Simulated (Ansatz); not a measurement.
All values below come from frozen-core CCSD(T)/cc-pVTZ // B3LYP-D3(BJ)/def2-TZVP in Ansatz (a program for electronic structure).

Ansatz 0.2 input:
```yaml
crystal:
  periodic: [false, false, false]
  atoms:
    - { symbol: B, position_ang: [-0.199776, 0.001715, -0.000482] }
    - { symbol: Br, position_ang: [1.703224, -0.014621, 0.00276] }
    - { symbol: H, position_ang: [-0.742735, 1.053364, -0.001318] }
    - { symbol: H, position_ang: [-0.760712, -1.040456, -0.00096] }
basis:
  gaussian: { orbitals: cc-pVTZ }
correlation:
  method: ccsd_t
```

Output:

```
Functional definition: HF
609 factors; integrals over basis functions are off by at most 9.6e-4 eV
mean field evaluation 1: about -70703.6062 eV, gradient 1.1e1 eV
mean field evaluation 2: about -70703.7056 eV, gradient 1.1e1 eV
mean field evaluation 4: about -70704.2884 eV, gradient 1.7e0 eV
mean field evaluation 8: about -70704.2995 eV, gradient 4.7e-4 eV
mean field evaluation 16: about -70704.1582 eV, gradient 1.7e0 eV
mean field -70704.29953187 eV, -2598.3350827009 hartree, gradient 2.5e-6 eV, S^2 0.000000; 0 other end points of the search recorded, 0 dependent functions left out
10 core orbitals not correlated
reference -70704.29953187 eV, -2598.3350827009 hartree; 11, 11 occupied and 80, 80 virtual orbitals, 609 factors
second order -8.98070206 eV of doubles, -0.00000000 eV of singles
cycle   1  -9.34305140 eV  change   -3.6e-1 eV  update   6.5e-2
cycle   2  -9.58785981 eV  change   -2.4e-1 eV  update   1.9e-2
cycle   3  -9.62736918 eV  change   -4.0e-2 eV  update   1.1e-2
cycle   4  -9.61833311 eV  change    9.0e-3 eV  update   4.2e-3
cycle   5  -9.61920206 eV  change   -8.7e-4 eV  update   1.8e-3
cycle   6  -9.61903051 eV  change    1.7e-4 eV  update   4.2e-4
cycle   7  -9.61900042 eV  change    3.0e-5 eV  update   9.0e-5
cycle   8  -9.61905167 eV  change   -5.1e-5 eV  update   2.6e-5
cycle   9  -9.61904566 eV  change    6.0e-6 eV  update   7.3e-6
perturbative correction -0.35088098 eV, -0.0128946382 hartree
Total energy: -70714.26945852 eV, -2598.7014707472 hartree
```

Cost: about 7 core-seconds (a rough figure).
